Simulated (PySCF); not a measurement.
SMILES F/C=C\c1cccs1 (C₆H₅FS), GFN2-xTB optimised geometry.

```
13

F      0.11    -2.95     0.00
C     -1.15    -2.47     0.00
C     -1.43    -1.17     0.00
C     -0.50    -0.07     0.00
C      0.87    -0.07     0.00
C      1.42     1.22     0.00
C      0.48     2.20     0.00
S     -1.12     1.56     0.00
H     -1.88    -3.26     0.00
H     -2.48    -0.90     0.00
H      1.46    -0.97     0.00
H      2.48     1.42     0.00
H      0.61     3.26     0.00
```

Density from PySCF with PBE/def2-TZVP at that geometry.

Minimum of the electron density along straight lines between bonded atoms, close to the bond critical point (lines longer than 1.1 times the sum of covalent radii, or with two minima, are not listed):

| bond | length / Å | ρ at the minimum / e bohr⁻³ | ∇²ρ there / e bohr⁻⁵ | position (fraction from the first atom) |
|---|---|---|---|---|
| F1–C2 | 1.343 | 0.264 | ___ | 0.66 |
| C2–C3 | 1.331 | ___ | -1.05 | 0.52 |
| C3–C4 | 1.437 | 0.285 | -0.77 | 0.50 |
| C4–C5 | 1.371 | 0.323 | -0.91 | 0.52 |
| C5–C6 | 1.407 | 0.304 | -0.84 | 0.50 |
| C6–C7 | 1.360 | 0.329 | -0.94 | 0.49 |
| C4–S8 | 1.742 | 0.206 | -0.38 | 0.48 |
| C7–S8 | 1.715 | 0.216 | ___ | 0.48 |
| C2–H9 | 1.079 | 0.292 | -1.06 | 0.65 |
| C3–H10 | 1.080 | 0.284 | -0.98 | 0.65 |
| C5–H11 | 1.074 | 0.288 | -1.02 | 0.65 |
| C6–H12 | 1.075 | 0.287 | -1.01 | 0.65 |
| C7–H13 | 1.072 | 0.288 | -1.02 | 0.65 |

**Question.** Some entries are withheld; supply them.

**Answer.** 
- F1–C2, ∇²ρ there / e bohr⁻⁵: -0.07
- C2–C3, ρ at the minimum / e bohr⁻³: 0.351
- C7–S8, ∇²ρ there / e bohr⁻⁵: -0.43
